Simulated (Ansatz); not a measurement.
`CN(C)c1ccc(-c2ccc(-c3ccc(-c4ccc(-c5ccc(-c6ccc(C#N)s6)s5)s4)s3)s2)s1`. Total charge 0; singlet. Geometry PBE-D4/def2-SVP; atoms count from 1.

Cartesian coordinates in Å:
```
C 4.098 3.900 9.452
N 4.941 3.785 8.279
C 6.379 3.734 8.445
C 4.412 3.300 7.108
C 5.081 2.883 5.951
C 4.192 2.491 4.919
C 2.844 2.573 5.256
C 1.677 2.250 4.483
C 0.325 2.445 4.790
C -0.557 1.995 3.783
C 0.093 1.444 2.674
C -0.489 0.893 1.480
C -1.843 0.811 1.129
C -2.064 0.197 -0.122
C -0.891 -0.207 -0.767
C -0.726 -0.860 -2.035
C 0.452 -1.247 -2.686
C 0.231 -1.874 -3.931
C -1.121 -1.985 -4.269
C -1.699 -2.566 -5.452
C -1.044 -3.160 -6.538
C -1.923 -3.633 -7.534
C -3.273 -3.416 -7.242
C -4.441 -3.759 -8.010
C -5.791 -3.567 -7.688
C -6.679 -4.028 -8.683
C -6.023 -4.582 -9.785
C -6.588 -5.138 -10.954
N -7.057 -5.602 -11.930
S -4.283 -4.523 -9.575
S -3.433 -2.606 -5.695
S -2.121 -1.293 -3.005
S 0.506 0.191 0.219
S 1.833 1.488 2.911
S 2.670 3.153 6.914
H 4.614 4.509 10.219
H 3.151 4.419 9.192
H 3.834 2.912 9.902
H 6.663 4.299 9.353
H 6.769 2.692 8.541
H 6.884 4.207 7.578
H 6.173 2.864 5.854
H 4.528 2.148 3.931
H -0.005 2.916 5.727
H -1.650 2.068 3.852
H -2.646 1.192 1.773
H -3.060 0.047 -0.562
H 1.448 -1.072 -2.256
H 1.037 -2.243 -4.579
H 0.049 -3.245 -6.597
H -1.590 -4.130 -8.457
H -6.113 -3.102 -6.746
H -7.773 -3.970 -8.620
```

Single mean-field runs in def2-SVP are fitted with def2-universal-jkfit.

Estimate the Mulliken populations of the heavy atoms from the PBE0/def2-SVP orbitals of Ansatz.


```csv
atom,charge (e)
C1,0.04
N2,-0.38
C3,0.05
C4,0.06
C5,-0.07
C6,-0.01
C7,-0.10
C8,-0.07
C9,-0.04
C10,-0.01
C11,-0.09
C12,-0.08
C13,-0.02
C14,-0.02
C15,-0.08
C16,-0.07
C17,-0.03
C18,-0.01
C19,-0.09
C20,-0.08
C21,-0.02
C22,-0.02
C23,-0.08
C24,-0.07
C25,-0.05
C26,0.09
C27,-0.27
C28,-0.06
N29,-0.01
S30,0.19
S31,0.14
S32,0.13
S33,0.13
S34,0.12
S35,0.07
```
Mulliken values depend strongly on the basis.

And the Mayer bond orders between heavy atoms (over 0.3)?

C1–N2 0.98 (1.45 Å); N2–C3 0.99 (1.45 Å); N2–C4 1.15 (1.37 Å); C4–C5 1.44 (1.40 Å); C4–S35 1.13 (1.76 Å); C5–C6 1.28 (1.42 Å); C6–C7 1.50 (1.39 Å); C7–C8 1.21 (1.44 Å); C7–S35 1.06 (1.77 Å); C8–C9 1.46 (1.40 Å); C8–S34 1.12 (1.75 Å); C9–C10 1.30 (1.41 Å); C10–C11 1.49 (1.40 Å); C11–C12 1.17 (1.44 Å); C11–S34 1.10 (1.76 Å); C12–C13 1.47 (1.40 Å); C12–S33 1.12 (1.75 Å); C13–C14 1.31 (1.41 Å); C14–C15 1.46 (1.40 Å); C15–C16 1.20 (1.44 Å); C15–S33 1.11 (1.76 Å); C16–C17 1.45 (1.40 Å); C16–S32 1.12 (1.75 Å); C17–C18 1.31 (1.41 Å); C18–C19 1.48 (1.40 Å); C19–C20 1.17 (1.44 Å); C19–S32 1.11 (1.75 Å); C20–C21 1.47 (1.40 Å); C20–S31 1.13 (1.75 Å); C21–C22 1.32 (1.41 Å); C22–C23 1.46 (1.40 Å); C23–C24 1.18 (1.44 Å); C23–S31 1.11 (1.75 Å); C24–C25 1.46 (1.40 Å); C24–S30 1.14 (1.75 Å); C25–C26 1.31 (1.41 Å); C26–C27 1.46 (1.40 Å); C27–C28 1.21 (1.41 Å); C27–S30 1.11 (1.75 Å); C28–N29 2.93 (1.18 Å).
